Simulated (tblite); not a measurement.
Run record: tight-binding relaxation, `O=C(F)C1=CC=C(Br)C=C1`.

Computed with GFN2-xTB geometry optimisation, gas phase (tblite 0.8.0). Start geometry: from a force field or distance geometry. A driver script takes a list of jobs; this job's settings line and coordinates (Å) are shown.

Command:
```bash
OMP_NUM_THREADS=1 python probes_run.py task.json out
```

Input:
```
{"job": {"kind": "relax", "xc": "GFN2-xTB", "basis": "xTB"}, "charge": 0, "multiplicity": 1}
O     -3.106900     0.893900     0.212300
C     -2.394900    -0.076800     0.134200
F     -2.961300    -1.293000     0.153000
C     -0.918600    -0.014200     0.045800
C     -0.268700     1.215900     0.052600
C      1.120600     1.269100    -0.042300
C      1.859500     0.088000    -0.118300
Br     3.750400     0.160900    -0.225100
C      1.218300    -1.155900    -0.104400
C     -0.184500    -1.209200    -0.016400
H     -0.843600     2.139600     0.102000
H      1.623400     2.231400    -0.044800
H      1.780300    -2.074300    -0.153900
H     -0.674700    -2.175800    -0.016800
```

Output:
```
step      E/eV     max force
  0    -813.48985    2.203
  1    -813.52521    2.336
  2    -813.56119    0.501
  3    -813.57128    0.390
  4    -813.57976    0.299
  5    -813.58507    0.136
  6    -813.58636    0.102
  7    -813.58747    0.079
  8    -813.58798    0.060
  9    -813.58832    0.042
 10    -813.58847    0.028
 11    -813.58858    0.027
 12    -813.58866    0.028
 13    -813.58872    0.019
 14    -813.58876    0.019
 15    -813.58878    0.012
 16    -813.58879    0.012
 17    -813.58880    0.014
 18    -813.58882    0.015
 19    -813.58883    0.013
 20    -813.58885    0.012
 21    -813.58886    0.011
 22    -813.58887    0.008
```

«max force» is the largest atomic force in eV/Å.

From which step on does the largest force stay under 0.1 eV/Å, and how much energy is left to gain from there?

From step 7 (0.079 eV/Å), 1.4 meV above the end.

In short: energy lowered by 2.3 kcal/mol over 22 steps; largest atomic force 0.008 eV/Å at the end.

Give the final coordinates.

0.029 Å rms from the input after alignment:
```
atom  x, y, z in Å
O1    -3.1210    0.8910    0.2089
C2    -2.3781   -0.0287    0.1425
F3    -2.8917   -1.2954    0.1444
C4    -0.9169   -0.0259    0.0538
C5    -0.2636    1.2092    0.0436
C6     1.1117    1.2663   -0.0386
C7     1.8334    0.0821   -0.1107
Br8    3.7263    0.1536   -0.2240
C9     1.2005   -1.1528   -0.1025
C10   -0.1767   -1.2065   -0.0202
H11   -0.8523    2.1119    0.1010
H12    1.6250    2.2151   -0.0471
H13    1.7828   -2.0593   -0.1601
H14   -0.6801   -2.1610   -0.0132
```

Time: 0.18 s of wall time. Hardware: one thread, Arm Neoverse V1 (aarch64), shared host.
Labels such as C1 count atoms from 1, the log's own numbers from 0.
